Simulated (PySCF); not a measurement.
2-(methylthio)thiophene, C₅H₆S₂.
SMILES: `CSc1sccc1`

Computed, not measured: PySCF 2.14.0, density-fitted response routines, TDDFT wB97X-D/def2-SVPD, vertical, gas phase, core orbitals frozen in the response. The structure is a single GFN2-xTB conformer in the gas phase; no vibrational or solvent corrections. Torsions of this conformer, `[CH3:1][S:2][c:3]1[cH:4][cH:5][cH:6][s:7]1`: C1–S2–C3–C4 180°.

```tsv
state	λ (nm)	E (eV)	f	|μ| (D)	main configurations (H = HOMO, L = LUMO)
S1	251.5	4.93	0.207	3.33	H→L (95%)
S2	251.0	4.94	0.0035	0.44	H→L+1 (70%), H→L+3 (9%)
S3	222.6	5.57	0.0001	0.08	H→L+2 (71%)
S4	210.7	5.88	0.012	0.74	H→L+3 (81%), H→L+1 (9%)
S5	208.9	5.93	0.035	1.25	H-1→L (68%), H→L+6 (22%)
S6	195.3	6.35	0.0000	0.02	H→L+4 (29%), H-1→L+1 (26%), H-1→L+2 (16%)
S7	194.5	6.37	0.0034	0.38	H→L+4 (51%), H-1→L+1 (16%), H-1→L+2 (9%)
S8	182.4	6.80	0.124	2.20	H→L+6 (68%), H-1→L (20%)
```

Triplets, Tamm–Dancoff:

```
state  E (eV)  λ (nm)  main configurations (H = HOMO, L = LUMO)
   T1    3.43   361.9                                 H→L (88%)
   T2    4.64   267.1                   H→L+1 (66%), H→L+3 (9%)
   T3    4.82   257.0                   H-1→L (83%), H→L+6 (8%)
```

The lowest singlet comes at 252 nm (476 kJ/mol) in the ultraviolet; it is strong; its leading configuration is HOMO→LUMO (95%). The lowest level is also the most intense of those listed (f = 0.207). S1/S2 lie within about 0.01 eV of each other. Löwdin shares by element: HOMO carbon 43% or more, sulfur 37% or more (atoms not listed hold the other 20%); LUMO carbon 52% or more, sulfur 21% or more (atoms not listed hold the other 27%). Orbital energies (eV): HOMO-3 -11.17, HOMO-2 -10.18, HOMO-1 -9.19, HOMO -7.63, LUMO 1.23, LUMO+1 1.76, LUMO+2 2.04. The oscillator strengths of these states sum to 0.386; summed over the whole spectrum of an exact calculation they would give the number of electrons, 68 (Thomas–Reiche–Kuhn). The listed states span 1.87 eV, and the widest gap between neighbours is 0.63 eV (S2 to S3). The window holds the lowest 8 singlets.

The run took 38 s of wall time on an Arm Neoverse V1 with one thread, on a shared host.
